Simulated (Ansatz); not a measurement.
`FC#[C][GeH3]` + HBr → `[GeH3][Br]` + `C#CF` at 298.15 K and 1 bar (ligand exchange at a Ge–C bond).

Program: Ansatz. Geometries: PBE0-D4/def2-TZVP. ΔE: electronic, gas phase. CBS: MP2 limit from def2 TZ/QZ plus the TZ coupled-cluster correction, frozen cores. This one scheme is used for every species. For Br, Ge outer-core shells are correlated without core-valence functions, which leaves a few kJ/mol of doubt a bond. Scalar relativity is left out up to krypton.

```csv
species,CCSD(T)/CBS energy (Eh),H − E (kJ/mol),S (J/(mol·K))
`FC#[C][GeH3]`,-2253.70460,109.8,304.6
HBr,-2573.91920,24.6,198.6
`[GeH3][Br]`,-4651.26096,75.7,275.6
`C#CF`,-176.38388,65.1,229.0
```

H − E and S are ideal-gas, rigid-rotor, harmonic terms from PBE0-D4/def2-TZVP. 1 Eh = 2625.50 kJ/mol, R = 8.31446 J/(mol·K).

Problem. By hand: ΔE, ΔH, ΔS and ΔG.

Solution. ΔE = (-4651.26096) + (-176.38388) − (-2253.70460) − (-2573.91920) = -0.02104 Eh = -55.2 kJ/mol. Δ(H − E) = 75.7 + 65.1 − 109.8 − 24.6 = 6.4, so ΔH = -48.8 kJ/mol. ΔS = 275.6 + 229.0 − 304.6 − 198.6 = 1.4 J/(mol·K). ΔG = -48.8 − 298.15 × (1.4)/1000 = -49.2 kJ/mol.

Problem. By hand: the equilibrium constant, and the temperature at which ΔG would vanish if ΔH and ΔS stayed fixed.

Solution. log₁₀ K = −ΔG/(RT ln 10) = 8.6. ΔH and −TΔS have one sign here, so there is no such temperature.

The number of gas molecules stays the same, so ΔS is small and ΔH decides. A doubt of 5 kJ/mol in ΔE shifts log₁₀ K by 0.9 here. These are equilibria of isolated gas molecules and say nothing of rates. Largest T1 diagnostic: 0.013 (customary marks: 0.02 for closed shells, 0.045 for open ones).

ΔS is within the doubt of such terms, so its sign, and with it that verdict, could turn.
